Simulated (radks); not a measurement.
Values are calculated unless marked as measured or tabulated.
Task: Mean orbital radii <r> (bohr) of the xenon ion Xe3+, [Kr] 4d10 5s2 5p3, of relativity; Dirac values are averaged over j with weights 2j + 1. Spin-unpolarised spherical Kohn-Sham, PBEsol, point nucleus unless stated (finite: rms radius 4.7859 fm), a radial shooting solver on a logarithmic mesh with Libxc functionals. A level marked "c x" has the speed of light scaled by that factor and shares open shells by 2j + 1; other Dirac levels either fill j = l - 1/2 first or share by 2j + 1.

shell  non-rel.
1s      0.02815
2s       0.1211
2p       0.1030
3s       0.3206
3p       0.3108
3d       0.2813
4s       0.7463
4p       0.7769
4d       0.8672
5s        1.810
5p        2.026

Give the values at the level "Dirac, c x 0.85".

Result: 
shell  Dirac, c x 0.85  change of magnitude (%)
1s             0.02606                    -7.45
2s              0.1114                    -7.94
2p             0.09892                    -4.00
3s              0.3004                    -6.28
3p              0.3014                    -3.00
3d              0.2809                    -0.13
4s              0.7043                    -5.63
4p              0.7587                    -2.34
4d              0.8757                    +0.98
5s               1.719                    -5.07
5p               1.996                    -1.48
